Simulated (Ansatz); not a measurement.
Z-matrix (Å, degrees):
```
Ta
O 1 1.7428
N 1 2.0093 2 107.95
H 3 1.0263 1 124.60 2 -0.14
H 3 1.0266 4 108.83 1 179.99
N 1 2.0093 2 107.87 3 120.01
H 6 1.0263 1 124.52 2 0.06
H 6 1.0266 7 108.84 1 -179.97
N 1 2.0095 2 108.21 6 120.02
H 9 1.0261 1 125.10 2 0.00
H 9 1.0269 10 108.86 1 -179.90
```
Charge 0, multiplicity 1.

Level of theory: Ansatz (a program for electronic structure) with frozen-core CCSD(T)/def2-TZVPP // BP86-D3(BJ)/def2-SVP.

```yaml
HF energy: -298.37987 Ha
MP2 correlation energy: -1.31449 Ha
```

**Question.** Estimate the CCSD correlation energy, the (T) correction, the total energy and the T1 diagnostic.

**Answer.** 
The CCSD correlation energy is -1.30070 Ha. The (T) correction comes out as -0.06398 Ha, the CCSD(T) total energy comes out as -299.74455 Ha and the T1 diagnostic is 0.020.
